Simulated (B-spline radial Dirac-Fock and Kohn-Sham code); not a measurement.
## Two-hole binding energies of Ir

System: the Ir atom, [Xe] 4f14 5d9 (an excited configuration).

Input file task.json (cfg lists n, l and occupation; rrms is the nuclear radius in fm):

```json
{"items": [{
  "Z": 77,
  "q": 0,
  "cfg": [[1, 0, 2], [2, 0, 2], [2, 1, 6], [3, 0, 2], [3, 1, 6], [3, 2, 10], [4, 0, 2], [4, 1, 6], [4, 2, 10], [4, 3, 14], [5, 0, 2], [5, 1, 6], [5, 2, 9]],
  "A": 193,
  "rrms": 5.4032,
  "do": ["binding", "quiet", "double"]
}]}
```

Run with: `python xray_run.py task.json out`

Level of theory: ΔSCF Dirac-Fock with Breit, self-energy and vacuum polarisation, finite nucleus, configuration average; an atomic code on a B-spline grid. U is the two-hole binding energy less the two single-hole energies, the effective repulsion of the holes after relaxation. Each two-hole energy is an average over J within one jj subconfiguration.

```csv
holes,E(a) (eV),E(b) (eV),E(ab) (eV),U (eV)
1s⁻²,76111.4,76111.4,153699.5,1476.6
1s⁻¹ 2p1/2⁻¹,76111.4,12828.7,89374.2,434.1
1s⁻¹ 3d3/2⁻¹,76111.4,2121.0,78333.2,100.7
2p1/2⁻²,12828.7,12828.7,25956.4,298.9
2s⁻¹ 3p1/2⁻¹,13430.0,2917.0,16440.1,93.1
2s⁻¹ 3p3/2⁻¹,13430.0,2560.5,16075.0,84.5
2s⁻¹ 3d3/2⁻¹,13430.0,2121.0,15647.9,96.9
2p3/2⁻¹ 3d3/2⁻¹,11219.6,2121.0,13439.6,99.0
3p1/2⁻²,2917.0,2917.0,5903.5,69.5
3p3/2⁻²,2560.5,2560.5,5179.4,58.3
3d3/2⁻²,2121.0,2121.0,4313.1,71.0
4f5/2⁻²,65.98,65.98,154.6,22.6
4f7/2⁻²,62.99,62.99,148.6,22.7
5p3/2⁻²,54.43,54.43,?,?
```

Question: Give the missing two-hole energy and U.

Answer: E(ab) = 122.4 eV and U = 13.6 eV.

Values without a named source are computed, but for edge energies of neutral atoms, which are taken from tables.
